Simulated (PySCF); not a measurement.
C4H16Ga2N2, singlet (GFN2-xTB optimised geometry):

```
24

Ga     1.734    -0.295     1.965
Ga    -0.418     0.293     0.000
N     -0.319    -0.295     1.965
H     -0.744     0.356     2.625
H     -0.744    -1.202     2.157
C      2.317    -2.234     1.964
H      3.378    -2.342     1.724
H      1.748    -2.801     1.221
H      2.160    -2.709     2.936
C      2.318     1.324     3.030
H      3.378     1.549     2.885
H      2.165     1.185     4.104
H      1.746     2.205     2.724
N      1.636     0.293     0.000
H      2.061     1.200    -0.193
H      2.060    -0.358    -0.660
C     -1.000    -1.327    -1.064
H     -0.848    -1.187    -2.138
H     -2.060    -1.552    -0.919
H     -0.427    -2.207    -0.758
C     -1.001     2.231     0.000
H     -0.852     2.704    -0.975
H     -0.427     2.801     0.737
H     -2.061     2.339     0.248
```

Level of theory: PySCF with PBE0/def2-SVP.

**Question.** What are the frontier orbital energies and the dipole moment?

**Answer.** HOMO-2 -7.30 eV, HOMO-1 -7.29 eV, HOMO -7.06 eV, LUMO 0.84 eV, LUMO+1 1.03 eV; dipole moment 0.00 D.

On the same geometry PBE/def2-SVP (PySCF) gives HOMO-2 -6.03 eV, HOMO-1 -6.03 eV, HOMO -5.74 eV, LUMO 0.01 eV, LUMO+1 0.22 eV; dipole moment 0.00 D.

Meta-Löwdin charges at PBE0/def2-SVP: Ga1 0.56, Ga2 0.56, N3 -0.56, H4 0.22, H5 0.22, C6 -0.53, H7 0.10, H8 0.10, H9 0.10, C10 -0.53, H11 0.10, H12 0.10, H13 0.10, N14 -0.56, H15 0.22, H16 0.22, C17 -0.53, H18 0.10, H19 0.10, H20 0.10, C21 -0.53, H22 0.10, H23 0.10, H24 0.10.
